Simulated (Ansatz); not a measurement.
Program: Ansatz. Geometries: PBE0-D4/def2-TZVP. ΔE: electronic, gas phase. CBS: MP2 limit from def2 TZ/QZ plus the TZ coupled-cluster correction, frozen cores. Elements past krypton have def2 core potentials. For I outer-core shells are correlated without core-valence functions, which leaves a few kJ/mol of doubt a bond. Each species was taken in one conformer, which may not be the lowest.

Reaction (redistribution): `[SiH3]CCI` + `CB(O)[SiH2][AlH2]` → `CB(O)[SiH2][SiH3]` + `[AlH2][CH2]CI`

`[SiH3]CCI`:

Z-matrix (Å, degrees):
```
Si
C 1 1.888
H 1 1.488 2 110.1
H 1 1.486 2 109.7 3 120.2
H 1 1.488 2 110.1 3 -119.6
C 2 1.506 1 111.9 3 59.7
H 2 1.094 1 108.2 3 -178.0
H 2 1.094 1 108.3 3 -62.7
I 6 2.159 2 112.9 1 179.9
H 6 1.088 2 112.8 1 -62.2
H 6 1.088 2 112.8 1 62.0
```

`CB(O)[SiH2][AlH2]`:

Z-matrix (Å, degrees):
```
C
B 1 1.565
H 1 1.093 2 112.6
H 1 1.095 2 112.1 3 -123.5
H 1 1.097 2 109.2 3 120.1
O 2 1.360 1 117.6 3 -8.7
Si 2 2.042 1 121.8 3 169.8
H 6 0.960 2 114.1 1 -177.6
Al 7 2.449 2 109.0 1 -77.9
H 7 1.498 2 110.3 1 160.9
H 7 1.494 2 110.3 1 42.1
H 9 1.591 7 120.2 2 80.2
H 9 1.591 7 121.3 2 -96.6
```

`CB(O)[SiH2][SiH3]`:

```xyz
14

C     1.290    1.169    1.233
B    -0.201    0.976    0.802
O    -1.008    2.069    0.803
Si   -0.917   -0.840    0.205
Si    0.015   -1.437   -1.858
H     1.965    0.875    0.420
H     1.540    0.508    2.070
H     1.516    2.199    1.518
H    -1.913    1.890    0.535
H    -2.405   -0.817    0.052
H    -0.581   -1.915    1.183
H     1.499   -1.488   -1.747
H    -0.334   -0.424   -2.892
H    -0.468   -2.765   -2.323
```

`[AlH2][CH2]CI`:

Z-matrix (Å, degrees):
```
C
C 1 1.500
Al 1 1.972 2 114.4
H 1 1.097 2 111.1 3 121.7
H 1 1.097 2 111.1 3 -121.8
I 2 2.175 1 113.7 3 -179.9
H 2 1.088 1 113.4 3 62.4
H 2 1.088 1 113.4 3 -62.3
H 3 1.588 1 120.3 2 0.1
H 3 1.587 1 118.8 2 -179.9
```

```
            species  CCSD(T)/CBS(def2) energy (Eh)
        `[SiH3]CCI`                     -666.83625
`CB(O)[SiH2][AlH2]`                     -673.95954
`CB(O)[SiH2][SiH3]`                     -721.63902
    `[AlH2][CH2]CI`                     -619.15490
```

**Question.** Work out ΔE.

**Answer.** ΔE = (-721.63902) + (-619.15490) − (-666.83625) − (-673.95954) = 0.00187 Eh = +4.9 kJ/mol.

Largest T1 diagnostic among the species: 0.014.
